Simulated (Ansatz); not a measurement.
System: GeSe, net charge 0, singlet state. 
Coordinates optimised at B3LYP-D3(BJ)/def2-TZVP (Ansatz, a program for electronic structure):
```
Ge
Se 1 2.1569
```
Charge 0, spin multiplicity 1.

Property: atomisation energy (electronic, to ground-state atoms), in kcal/mol. Valence correlation only, unless marked. UHF or UKS for open shells. No spin-orbit coupling. Frozen are the shells of the preceding noble gas and the d and f shells that filled before the atom's block. No relativistic terms. The coupled-cluster limit lacks core correlation, which all-electron functionals hold. CBS marks a two-point X^-3 extrapolation of the correlation energy; Hartree-Fock from the larger set (for Q and 5 zeta extrapolated as (X+1)exp(-9√X)).

The T1 diagnostic of CCSD in the largest basis is 0.025, which is high, so the coupled-cluster rows are less sure than usual.

```
level                                program  atomisation energy (kcal/mol)
----------------------------  --------------  -----------------------------
BHLYP-D4/def2-TZVPD           Ansatz + dftd4                          111.1
wB97M-V/def2-TZVPD                    Ansatz                            ___
B2GP-PLYP-D3(BJ)/def2-TZVPD   Ansatz + dftd3                            ___
CCSD(T)/CBS(cc-pVQZ,cc-pV5Z)          Ansatz                          119.6
```

Q: What belongs in the gaps?

A: 
- wB97M-V/def2-TZVPD, atomisation energy (kcal/mol): 115.7
- B2GP-PLYP-D3(BJ)/def2-TZVPD, atomisation energy (kcal/mol): 120.0
